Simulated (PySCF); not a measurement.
Si(Cl)2(I)(Me) (CH₃Cl₂ISi), SMILES C[Si](Cl)(Cl)I. Geometry optimised at B3LYP-D3(BJ)/def2-SVP. The def2 effective core potentials stand for the cores of I; spin–orbit coupling is left out.

These are B3LYP-D3(BJ)/def2-SVP run with PySCF values and carry that method's errors.

Harmonic wavenumbers (cm⁻¹): 119, 130, 174, 174, 199, 202, 339, 511, 576, 741, 810, 817, 1272, 1421, 1424, 3039, 3141, 3147. Rotational constants (GHz): 1.680, 0.7729, 0.6700; symmetry number 1.

**Question.** Work out the zero-point energy and the ideal-gas rigid-rotor harmonic-oscillator thermochemistry at 298.15 K and 1 atm.

**Answer.** ZPE = ½ Σ hcν = ½ × 18237 cm⁻¹ = 109.08 kJ/mol. H − E(el) = 131.44 kJ/mol. Entropy in J/(mol K): translation 177.15, rotation 126.74, vibration 76.01, total 379.89. G − E(el) = 18.17 kJ/mol. Cp = 106.73 J/(mol K). Modes under 150 cm⁻¹ make the vibrational entropy uncertain.
